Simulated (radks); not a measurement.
Valence configurations of Mo IV (all share [Kr]). All-electron calculation, scalar-relativistic Kohn-Sham, LDA (Slater exchange, Perdew-Wang correlation), spin-polarised, spherical densities, finite nucleus; open shells are filled with parallel spins first (spin-orbit coupling, left out, can overturn this in heavy ions); Fermi nuclear charge, rms radius 4.4091 fm. Program: a radial shooting solver on a logarithmic mesh with Libxc functionals. Energies are relative to 4d3; eigenvalues in eV for spin up.

valence,E (eV),moment (Bohr magnetons),e(4d),e(5p),e(5s)
4d3,0.000,3,-34.021,-,-
4d2.5 5p0.5,6.598,3,-36.109,-22.517,-
4d2 5s1,7.099,3,-37.286,-,-29.552
4d2 5p1,13.632,3,-38.170,-23.612,-
4d1.5 5s1 5p0.5,14.484,3,-39.356,-24.075,-30.757
4d1 5s2,16.825,1,-40.315,-,-30.719
4d1.5 5p1.5,21.172,3,-40.218,-24.605,-
4d1 5p2,29.254,3,-42.256,-25.540,-
5p3,47.107,3,-,-27.298,-

NIST lists [Kr] 4d3 as the ground configuration; this level of theory agrees among the configurations tried. The energies are those of spherical high-spin densities, not of single terms.
